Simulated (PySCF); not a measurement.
C₂H₁₂N₂Si₂, SMILES [SiH2](CN[SiH2]N)C. The structure is a stationary point at PBE-D3(BJ)/def2-SVP. This is a generated structure with no PubChem entry under its InChIKey; it may be hypothetical. One conformer was computed; it need not be the lowest.

Computed equilibrium geometry at PBE-D3(BJ)/def2-SVP (PySCF confirms it by a frequency run) as Cartesian coordinates in Å (one conformer of several):
```xyz
18

C     -2.7892     0.8301    -0.9277
Si    -1.7512    -0.7475    -0.7956
C     -0.5672    -0.6450     0.6988
N      0.2397     0.5707     0.6433
Si     1.9719     0.6319     0.7931
N      2.6316    -0.5796    -0.2637
H     -2.1358     1.7213    -1.0270
H     -3.4506     0.7994    -1.8168
H     -3.4284     0.9648    -0.0313
H     -0.9272    -0.9100    -2.0482
H     -2.6607    -1.9469    -0.6649
H     -1.1268    -0.7599     1.6597
H      0.1154    -1.5198     0.6338
H     -0.2880     1.4446     0.6895
H      2.2835     2.0867     0.5262
H      2.5683     0.2618     2.1329
H      2.4862    -0.5344    -1.2747
H      3.5137    -1.0378    -0.0283
```
Charge 0, spin multiplicity 1.
